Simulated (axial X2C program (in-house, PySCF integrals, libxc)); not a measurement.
# Spectroscopic constants of CaC

All values were computed with an axial X2C code built on PySCF integrals. Spin-free means the one-electron spin-free X2C Hamiltonian; two-component (2c) means X2C with spin–orbit coupling and atomic mean-field two-electron Coulomb and Gaunt terms, so the difference of the two also holds small scalar two-electron terms. Basis: Ca dyall-cv3z [11s12p6d4f], C dyall-v3z [7s6p2d1f] (cores contracted in-house); Gaussian nuclei, density fitting, unrestricted open shells. Masses: Ca 39.963 u, C 12.000 u.

Input file and command:
```json
{"zs": [20, 6], "q": 0, "bas": ["dyall-cv3z", "dyall-v3z"], "levels": ["PBE0", "HF", "LDA"], "cc": true, "r0": 2.14, "thr": -2.0, "nmax": 90, "npts": 10, "nst": 2, "ntry": 6}
```
```bash
python so2c.py task.json out
```

Keys: zs atomic numbers; q charge; bas basis sets; levels methods; cc coupled cluster on or off; r0 starting distance in Å; thr threshold in hartree for freezing inner shells (an s shell follows its p shell); nmax most natural virtual spinors; npts points on the curve; nst determinants followed; ntry starts of the search. HF also brings MP2.

State, spin-free: M_S = 1, Λ = 0 (beyond evenly filled blocks: π+α, π-α); electrons by block: σα: 8, σβ: 8, π+α: 3, π+β: 2, π-α: 3, π-β: 2. Fragments: Ca + C.

State, 2c: Ω = 1 (⟨Sz⟩ = 1.00, ⟨Lz⟩ = 0.00 at PBE0); electrons by block: 1/2: 10, -1/2: 11, 3/2: 3, -3/2: 2. Fragments: Ca + C.

```tsv
Hamiltonian	level	Re (Å)	ωe (cm⁻¹)	ωexe (cm⁻¹)	Be (cm⁻¹)	De (eV)	D0 (eV)	k (mdyn/Å)	μ (D)
2c	PBE0	2.280	489.1	2.82	0.3515	2.50	2.47	1.3	-3.10
2c	HF	2.343	485.8	2.52	0.3328	2.05	2.02	1.28	-3.15
2c	CCSD	2.314	481.2	2.59	0.3412	1.92	1.89	1.26	n/a
2c	CCSD(T)	2.311	480.6	2.6	0.342	1.91	1.88	1.26	n/a
2c	LDA	2.239	502.1	2.97	0.3644	3.03	3.00	1.37	-3.59
```

Spin-free values that have a 2c row agree with it to the digits that matter (0.001 Å, 0.01 eV) and are not repeated.

Correlated methods: 14 electrons correlated (number of frozen shells: Ca 2 s, 1 p; C 1 s), 223 virtual spin orbitals or spinors in MP2, 90 natural virtuals in coupled cluster.

Dipoles are positive if C is the positive end.

One determinant describes the state; a PBE0 search over occupations chose it and may have missed a lower one. De is counted from the lowest determinant-based energies of the atoms at the same level, without counterpoise correction. Density functionals use the spin component along the axis (collinear). Coupled cluster ran in a truncated set of natural virtual spinors; the MP2 energy of the rest was added. (T) has no such correction and the atoms are truncated less, which lowers De at CCSD(T) by a hundredth of an eV or more. A 2c atom that is not at its ground J level misses part of its spin–orbit lowering, and De is too large by that part (0.04 eV or less for light atoms). This holds for PBE0, CCSD, CCSD(T), LDA. PBE0 can misorder states that lie within some tenths of an eV, so this need not be the ground state of the molecule. The nearest other 2c determinant of the search, Ω = 2, lies 0.10 eV up at the distance of the search. The functionals have no current-density term, which raises determinants with orbital currents, atoms included. With several unpaired electrons one determinant need not be a pure state. Open-shell Ω = 0 determinants with evenly filled partner blocks cannot be reached by this program, so the Ω shown need not be the lowest component. This is the Ω = 1 component of a π² triplet; the 0⁺ component is not one determinant and can lie lowest. The determinant is spin-polarised beyond a pure state at some levels (its spin-free form has ⟨S²⟩ too high), which makes Re and μ there less reliable.

No reliable constants came from MP2 (2c), MP2 (spin-free): no minimum in range, unconverged points, a curve that is not smooth, a change of character along it, or the two Hamiltonians disagreeing along it.

Rough cost a point (2c) on 1 thread(s) of a shared host, integrals apart: PBE0 0.5 s, HF 0.22 s, CCSD(T) 8 s, LDA 0.3 s.

The whole task took 2.8 min on 1 thread of Intel(R) Xeon(R) CPU @ 2.60GHz (Ice Lake), on a shared host.
